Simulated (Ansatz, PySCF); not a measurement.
Donor–acceptor adduct: BBrH2 (SMILES BBr) (first 4 atoms) with NH3 (SMILES N); geometry from B3LYP-D3(BJ)/def2-TZVP.
(charge 0, multiplicity 1):
```xyz
8

B     -0.501    -0.659     2.174
Br     0.690     0.744     1.277
H     -0.029    -1.752     2.063
H     -1.641    -0.529     1.837
N     -0.421    -0.262     3.750
H     -0.980    -0.893     4.321
H      0.544    -0.295     4.072
H     -0.756     0.690     3.890
```

Interaction energies are E(AB) − E(A) − E(B) at the monomers' geometry in the complex; basis-set methods are counterpoise corrected. Rows marked so take none.

Rows in 6-31G* carry no dispersion term and start afresh at each structure (6-31G* with six Cartesian d functions); the Pople sets are all-electron and without relativity.

The values were computed with Ansatz (a quantum-chemistry and plane-wave program) with Gaussian orbitals; PySCF for 6-31G* rows. Values without a source in brackets are computed.

### Question
One of these levels gives -56.45 kcal/mol for the interaction energy. Name it.
A) revPBE/def2-TZVPPD
B) r2SCAN/def2-TZVPPD
C) M06-2X/6-31G* (no counterpoise)

### Answer
C, M06-2X/6-31G* (no counterpoise). The others give -42.45 (revPBE/def2-TZVPPD), -50.14 (r2SCAN/def2-TZVPPD)
